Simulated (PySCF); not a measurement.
Correlation energy of In³⁹⁺ (indium, charge +39)

Starting occupation: [Ne]. Computed with PySCF 2.14 in an even-tempered Gaussian basis (17 s from 4.3 bohr⁻², ratio 2.6; 13 p from 5.6 bohr⁻², ratio 2.6; 6 d from 5.8 bohr⁻², ratio 2.8; 3 f from 140 bohr⁻², ratio 2.8), with X2C-1e with screened-nucleus spin-orbit coupling, Gaussian nucleus. Frozen: 1s2; 8 electrons correlated; the 52 highest virtual spinors left out.

MP2 pair energies summed by pair of shells (mhartree):

```json
{"pair": "2p1/2-2p3/2", "energy": "-100.95", "share (%)": "33.4"}
{"pair": "2p3/2-2p3/2", "energy": "-95.64", "share (%)": "31.6"}
{"pair": "2p3/2-2s1/2", "energy": "-46.39", "share (%)": "15.4"}
{"pair": "2p1/2-2s1/2", "energy": "-23.82", "share (%)": "7.9"}
{"pair": "2p1/2-2p1/2", "energy": "-23.23", "share (%)": "7.7"}
{"pair": "2s1/2-2s1/2", "energy": "-12.15", "share (%)": "4.0"}
```

Total MP2 correlation energy: -302.17 mhartree.

The virtual space was cut to 44 spinors, which keep -233.28 of the -302.17 mhartree of MP2 correlation.

```
  level  correlation energy (mhartree)
   CCSD                        -234.39
    (T)                          -0.03
CCSD(T)                        -234.42
```

Diagnostics: T1 = 4.7e-05, largest double amplitude 0.003.

Q: Is a single reference adequate?

A: Yes: T1 lies below 0.03 and no double amplitude reaches 0.07.

The coupled-cluster values are those of the cut space; adding the MP2 remainder, -68.89 mhartree, estimates the full space.

At this charge the one-electron X2C treatment keeps the bare 1/r₁₂, with no two-electron picture change or Breit term. The effect here is smaller than on the frozen 1s shell.
